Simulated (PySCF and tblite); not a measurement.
Results of a calculation; reference values are marked as such.
C₄H₉BS₂, numbered as in [BH:1]1[CH2:2][CH2:3][CH2:4][S:5][CH2:6][S:7]1.

Free energies: PBE0-D3(BJ)/pcSseg-1 on GFN2-xTB structures plus GFN2-xTB thermal terms, symmetry and mirror images included. Conformers within 2.5 kcal/mol (GFN2-xTB free energy) were kept, 4 at most. Programs: PySCF with density fitting and tblite.

Rotational constants are equilibrium values for the commonest isotopes; dipoles come from the energy level named.

The 7-ring runs over atoms 1–2–3–4–5–6–7. Of a mirror pair one member is shown.

| conformer | shape | symmetry | weight % |
| --- | --- | --- | --- |
| 1 | 7-ring puckered (ring torsions 88, -76, 72, -89, 68, 3, -69°) | C1 (pair) | 48.6 |
| 2 | 7-ring puckered (ring torsions 94, -46, -48, 92, -40, -6, -32°) | C1 (pair) | 41.8 |
| 3 | 7-ring puckered (ring torsions 40, -101, 42, 56, -74, 4, 22°) | C1 (pair) | 9.3 |
| 4 | 7-ring puckered (ring torsions 54, 44, -102, 44, 12, 1, -70°) | C1 (pair) | 0.4 |

Sets of constants, in random order:

```tsv
set	A (MHz)	B (MHz)	C (MHz)	abs μa (D)	abs μb (D)	abs μc (D)
P	2205	1885	1149	0.17	1.75	1.07
Q	2382	1779	1187	1.75	0.78	1.47
R	2285	1817	1114	1.38	1.17	1.61
S	2260	1871	1189	0.88	0.08	0.61
```

Q: Match each set to its conformer.

A: P is conformer 3, Q is conformer 2, R is conformer 1, S is conformer 4.


Conformer gaps in pcSseg-1 on xTB geometries can be 2 kcal/mol off for S=O, P=O and other polar bonds.